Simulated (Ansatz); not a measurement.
Basis-set extrapolation for BH3O2S (`OB(O)S`) (PBE0-D4/def2-TZVP geometry, frozen core, the Gaussian-basis code of Ansatz). Multiplicity 1, RHF reference.

```
                      def2-TZVPP   def2-QZVPP
                 HF  -573.924029  -573.943678
    MP2 correlation    -0.752194    -0.813951
CCSD(T) correlation    -0.807511      not run
```

Energies in hartree. Use E(X) = E(∞) + A·exp(−7.88·√X) for Hartree–Fock and E(X) = E(∞) + B·X^(−2.97) for correlation, with X = 3 and 4, and add CCSD(T) minus MP2 of the smaller set to the MP2 limit.

Task: What is the CCSD(T) energy at the basis-set limit?

Result: HF limit: -573.943678 + (-0.019649) × 0.13774 = -573.94638. MP2 limit: -0.813951 + (-0.061757) × 0.74074 = -0.85970. Higher-order term: -0.807511 − (-0.752194) = -0.05532. Total: -574.86140 hartree, 340.9 kJ/mol below CCSD(T)/def2-TZVPP.
